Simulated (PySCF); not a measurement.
Job file and geometry (Å, from GFN2-xTB) of an NMR shielding run on `[BH3-][O+]1CCC[C@H]1CC`, C6H15BO, PySCF, GIAO PBE0/pcSseg-1 NMR shielding, non-relativistic, gas phase; density fitting, a coarse starting grid and PySCF grid level 2 are the driver's defaults:

```
$ OMP_NUM_THREADS=1 python probes_run.py task.json out

{"job": {"kind": "nmr", "xc": "PBE0", "basis": "pcSseg-1"}, "charge": 0, "multiplicity": 1}
B     -0.607498     2.202971     0.058179
O     -0.267600     0.669374    -0.414296
C     -1.270613     0.135473    -1.279036
C     -1.359342    -1.350794    -0.959194
C     -1.046757    -1.353212     0.534615
C      0.020803    -0.261068     0.646527
C      1.440775    -0.807757     0.460481
C      2.495630     0.287335     0.561817
H      0.337711     2.545187     0.687285
H     -1.613176     2.144515     0.700939
H     -0.732734     2.787329    -0.968131
H     -0.972418     0.347518    -2.308288
H     -2.222104     0.636843    -1.074099
H     -0.606675    -1.916209    -1.509819
H     -2.340577    -1.758996    -1.190694
H     -1.933646    -1.072631     1.103408
H     -0.689249    -2.315754     0.894018
H     -0.041104     0.281175     1.593319
H      1.512860    -1.290565    -0.516522
H      1.621171    -1.564571     1.227266
H      3.484718    -0.122813     0.370560
H      2.489767     0.731765     1.554275
H      2.295303     1.071872    -0.162531
```

Q: Write the output of this run.

A: 
```
coarse grid: 17992 points
cycle   1  E = -337.1391561303  dE =  8.256e-01  |g| = 4.878e-01  |ddm| = 3.975e+00
cycle   2  E = -337.1409350670  dE = -1.779e-03  |g| = 5.195e-01  |ddm| = 8.877e-01
cycle   3  E = -337.2011775422  dE = -6.024e-02  |g| = 9.556e-02  |ddm| = 4.428e-01
cycle   4  E = -337.2026239240  dE = -1.446e-03  |g| = 3.481e-02  |ddm| = 7.674e-02
cycle   5  E = -337.2028496832  dE = -2.258e-04  |g| = 6.713e-03  |ddm| = 2.626e-02
cycle   6  E = -337.2028595764  dE = -9.893e-06  |g| = 1.864e-03  |ddm| = 7.218e-03
final grid: 170248 points
cycle   7  E = -337.2636373335  dE = -7.391e-05  |g| = 1.485e-02  |ddm| = 4.268e-02
cycle   8  E = -337.2635991389  dE =  3.819e-05  |g| = 2.106e-02  |ddm| = 2.203e-02
cycle   9  E = -337.2636810842  dE = -8.195e-05  |g| = 1.989e-03  |ddm| = 1.273e-02
cycle  10  E = -337.2636819640  dE = -8.798e-07  |g| = 2.609e-04  |ddm| = 1.849e-03
cycle  11  E = -337.2636819775  dE = -1.351e-08  |g| = 9.174e-05  |ddm| = 3.175e-04
cycle  12  E = -337.2636819796  dE = -2.062e-09  |g| = 2.101e-05  |ddm| = 1.016e-04
cycle  13  E = -337.2636819797  dE = -9.800e-11  |g| = 4.735e-06  |ddm| = 1.894e-05
converged SCF energy = -337.2636819797

GIAO shielding tensors (ppm)
atom      isotropic    diamagn.    paramagn.     s11        s22        s33       span
  0 B      100.756     190.172     -89.416     70.688     79.393    152.188     81.499
  1 O      282.736     401.935    -119.199    186.948    317.602    343.659    156.711
  2 C      106.850     243.604    -136.754     56.336     95.746    168.469    112.133
  3 C      157.852     252.477     -94.625    132.462    168.098    172.997     40.535
  4 C      153.278     251.091     -97.813    126.875    161.853    171.105     44.230
  5 C       94.869     247.675    -152.806     58.040     77.349    149.218     91.177
  6 C      152.176     249.148     -96.972    132.565    153.099    170.864     38.299
  7 C      173.366     246.180     -72.814    162.776    173.317    184.006     21.230
  8 H       28.680      32.022      -3.342     24.950     26.240     34.851      9.901
  9 H       28.725      31.954      -3.230     24.757     26.173     35.243     10.486
 10 H       28.637      31.145      -2.509     25.032     26.021     34.857      9.825
 11 H       27.297      29.715      -2.419     22.910     25.934     33.047     10.137
 12 H       27.740      30.311      -2.572     22.347     27.657     33.216     10.869
 13 H       29.640      31.857      -2.217     25.945     27.135     35.842      9.897
 14 H       29.847      29.547       0.299     25.790     26.247     37.502     11.713
 15 H       29.366      31.765      -2.399     25.046     27.075     35.976     10.930
 16 H       30.139      31.662      -1.523     25.671     28.051     36.697     11.026
 17 H       27.455      33.619      -6.164     25.765     26.420     30.179      4.414
 18 H       30.208      32.905      -2.696     25.156     31.967     33.503      8.347
 19 H       30.528      31.705      -1.177     24.691     30.311     36.582     11.891
 20 H       30.635      27.945       2.690     25.761     27.739     38.404     12.643
 21 H       30.637      29.653       0.985     26.568     28.364     36.980     10.412
 22 H       30.044      30.808      -0.764     24.877     30.574     34.683      9.806
```

Size and cost of the density-fitted run: 211 basis functions, 79 s wall time on 1 thread of an Arm Neoverse N1, shared host; peak memory 1 GiB.
